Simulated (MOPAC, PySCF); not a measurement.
C8H14Si, SMILES `CC1=C[Si@@H](C)C(C)=C1C`, neutral singlet in the gas phase. 

Z-matrix (Å, degrees):
```
C
C 1 1.3603
C 2 1.4995 1 127.04
H 3 1.1007 2 113.47 1 -1.69
H 3 1.1045 4 107.48 2 -123.23
H 3 1.1048 4 107.45 5 -113.64
C 1 1.5051 2 125.68 3 -0.28
H 7 1.0975 1 112.26 2 0.04
H 7 1.1030 8 107.65 4 124.03
H 7 1.1031 8 107.70 9 114.37
C 1 1.5104 2 115.91 3 179.61
C 11 1.3556 1 116.57 2 -0.34
H 12 1.0924 11 121.33 1 179.89
C 11 1.5041 12 124.09 13 -0.09
H 14 1.0989 11 111.14 12 -0.15
H 14 1.1031 15 108.17 11 122.67
H 14 1.1032 15 108.16 16 114.83
Si 12 1.8652 13 130.96 11 179.90
H 18 1.4973 12 113.71 13 -63.77
C 18 1.8863 19 108.86 2 126.29
H 20 1.1012 18 110.24 19 -179.95
H 20 1.1019 21 108.29 18 121.93
H 20 1.1024 21 108.32 22 116.69
```
Charge 0, spin multiplicity 1.

All levels are single points at this geometry (B3LYP-D3(BJ)/def2-SVP); Pople sets use spherical d functions. Orbital energies aren't observables, and empty levels follow the basis.

B3LYP/6-31G* in PySCF gives HOMO (eV) = -5.55.

Task: Estimate the HOMO (eV) from each of these levels: PBE-D3(BJ)/def2-TZVP in PySCF; ωB97X-D3(BJ)/def2-TZVP in PySCF; B3LYP/6-311+G** in PySCF; B3LYP/LANL2DZ in PySCF; M06-2X/6-31G* in PySCF; SVWN5/6-31G* in PySCF; HF/6-31G* in PySCF; PM6 in MOPAC.

Result: 
```csv
level,HOMO (eV)
PBE-D3(BJ)/def2-TZVP in PySCF,-5.06
ωB97X-D3(BJ)/def2-TZVP in PySCF,-8.29
B3LYP/6-311+G** in PySCF,-5.85
B3LYP/LANL2DZ in PySCF,-5.66
M06-2X/6-31G* in PySCF,-6.97
SVWN5/6-31G* in PySCF,-4.87
HF/6-31G* in PySCF,-7.95
PM6 in MOPAC,-8.58
```
